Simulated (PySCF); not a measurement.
Question: What does the PBE0-D3(BJ)/def2-SVP structure of [OsCl6]3-, `[Cl][Os-3]([Cl])([Cl])([Cl])([Cl])[Cl]` [radical] look like in three dimensions? (Charge -3 and doublet state.)

Answer: 
```
atom  x, y, z in Å
Os1   -0.0005    0.0002    0.0004
Cl2   -0.0042   -0.0321    2.4631
Cl3    0.0043    0.0277   -2.4622
Cl4    2.4620    0.0246    0.0372
Cl5   -2.4629   -0.0209   -0.0343
Cl6    0.0117    2.4630   -0.0079
Cl7   -0.0103   -2.4626    0.0038
```

Orientation and origin are arbitrary. Atoms count from 1 in this order. Os1 (osmium bonded to 6 Cl) is octahedral (the three widest angles are 179.9°, 179.9° and 179.9°, the others run from 89.2° to 90.9°). All 6 Cl–Os bonds measure 2.463 Å.

Bonds between heavy atoms (Å): Os1–Cl2 2.463, Os1–Cl3 2.463, Os1–Cl4 2.463, Os1–Cl5 2.463, Os1–Cl6 2.463, Os1–Cl7 2.463.

Theory: PBE0-D3(BJ)/def2-SVP geometry optimisation, gas phase, def2 core potentials past Kr in PySCF 2.14.0.

Whether it is a minimum is left open (no frequencies). ⟨S²⟩ = 0.757 (exact for a doublet: 0.75). Whether so highly charged an anion holds all its electrons in the gas phase wasn't checked; a finite basis holds them in any case. No counter-ion or solvent screens the charge of this multiply charged ion.

For an open-shell metal species like this, the optimisation's SCF solution wasn't tested for stability and no frequencies at its level were run, so a lower state or another shape may exist.
